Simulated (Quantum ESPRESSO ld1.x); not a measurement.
The numbers below are computed, except where a source is named.
These are the eigenvalues of the occupied orbitals of an atom or ion with whole-number occupations (eV). Level of theory: scalar-relativistic Kohn-Sham, LDA (Slater exchange, Perdew-Wang correlation), spin-polarised, spherical densities, point nucleus (ld1.x of Quantum ESPRESSO 7.5).

| orbital | eigenvalue |
|---|---|
| 1s up | -19794.4 |
| 1s down | -19794.4 |
| 2s up | -2795.92 |
| 2s down | -2795.45 |
| 2p up | -2501.29 |
| 2p down | -2500.92 |
| 3s up | -474.851 |
| 3s down | -474.500 |
| 3p up | -378.337 |
| 3p down | -377.956 |
| 3d up | -220.813 |
| 3d down | -220.305 |
| 4s up | -64.9101 |
| 4s down | -62.4073 |
| 4p up | -39.1830 |
| 4p down | -36.4481 |
| 5s up | -4.8328 |
| 4d up | -4.6698 |

Which element is it, and in what charge state? The configuration may be excited. Open shells, if any, are filled with parallel spins first.

Answer. Z = 42, molybdenum, charge 0: Mo in [Kr] 4d5 5s1. The list shows which subshells hold electrons but not how many an open one holds; the 1s level, -727.43 hartree, gives Z - s = 38.1 by -(Z - s)^2/2, which with screening and relativity narrows Z to a few neighbours, and the depths of the outer levels then fix element, charge and occupations together.
